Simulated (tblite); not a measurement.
C₅H₁₁OSi (doublet state).
Z-matrix (Å and degrees, GFN2-xTB geometry), rows numbered from 1:
```
C 
C   1  1.3685
C   2  1.3890  1  121.20
O   3  1.3384  2  121.60  1  -180.00
Si  4  1.6262  3  134.35  2   179.82
C   2  1.5082  1  120.58  3  -178.46
C   6  1.5284  2  110.76  1    97.43
H   1  1.0749  2  121.30  3     0.04
H   1  1.0737  2  121.21  3  -179.93
H   3  1.0819  2  120.89  1     0.48
H   5  1.4656  4  110.46  3   -59.70
H   5  1.4653  4  110.58  3    60.59
H   5  1.4529  4   98.87  3  -179.49
H   6  1.0915  2  109.25  1  -142.29
H   6  1.0909  2  109.53  1   -23.50
H   7  1.0877  6  110.45  2  -179.21
H   7  1.0880  6  110.30  2   -59.06
H   7  1.0872  6  110.25  2    60.84
```

Calculated harmonic vibrations of the isolated species, GFN2-xTB (tblite), most abundant isotopes, no scaling. Against measured fundamentals such values can be off by several per cent, at times by over 20. Modes of hydrogen on silicon can be 10 to 20 % off. One conformer, not necessarily the lowest. Open shells enter through the occupations alone, without spin polarisation, and single modes of such species can be off by tens of per cent.

Harmonic wavenumbers (cm⁻¹): 38.8, 50.2, 100.9, 110.9, 206.3, 221.6, 239.9, 271.9, 383.1, 488.2, 545.6, 584.2, 589.8, 634.7, 689.3, 739.2, 745.7, 799.4, 811.4, 828.7, 832.7, 864.9, 971.6, 1045.9, 1079.2, 1088.7, 1230.4, 1245.8, 1292.6, 1317.9, 1382.1, 1407.3, 1459.4, 1480.5, 1499.9, 1501.2, 1507.6, 2223.0, 2254.9, 2357.8, 2982.7, 2992.1, 3030.9, 3033.5, 3036.7, 3043.4, 3120.6, 3157.8.

A = 3762, B = 1154, C = 942.3 MHz; mass 115.058 u (most abundant isotopes); point group C1, symmetry number 1; spin multiplicity 2.

Task: What is the zero-point energy?

Result: Half the sum of the wavenumbers: 30760 cm⁻¹ = 367.98 kJ/mol.

Task: Entropy at 200 K, 1 bar (ideal gas, RRHO, classical rotation)?

Result: Translation 159.74, rotation 115.33, vibration 84.74, spin (R ln 2) 5.76: S = 365.6 J/(mol K).

Task: And Cp and H(200 K) − H(0)?

Result: Cp = 117.84 J/(mol K), of which vibrations give 84.58 (their classical limit is 48 R = 399.1); H(200 K) − H(0) = 15.47 kJ/mol without the zero-point energy, 8.82 from vibrations.

Task: Which modes carry the vibrational entropy at 200 K?

Result: 38.8 cm⁻¹: 18.95; 50.2 cm⁻¹: 16.83; 100.9 cm⁻¹: 11.16; 110.9 cm⁻¹: 10.41; 206.3 cm⁻¹: 5.76; 221.6 cm⁻¹: 5.27 J/(mol K); the other 42 give 16.37 together.

Task: Blend soft modes into free rotors: weight 1/[1 + (100 cm⁻¹/ν̃)⁴] for the oscillator and the rest for a rotor with moment μB/(μ + B), μ = h/(8π²ν), B = 10⁻⁴⁴ kg m². What vibrational entropy results?

Result: 76.25 J/(mol K) in place of 84.74, which changes −T·S at 200 K by +1.70 kJ/mol.

Task: What must be added to the electronic energy to get the Gibbs energy at 200 K and 1 bar?

Result: ZPE + [H(200 K) − H(0)] − T·S = 367.98 + 15.47 − 73.11 = 310.34 kJ/mol.

Hindered rotation and anharmonicity are outside this model. Other conformers, if any are populated, would add a mixing term that is left out. The structure is chiral; the term R ln 2 for an equal mix with its mirror image is left out.
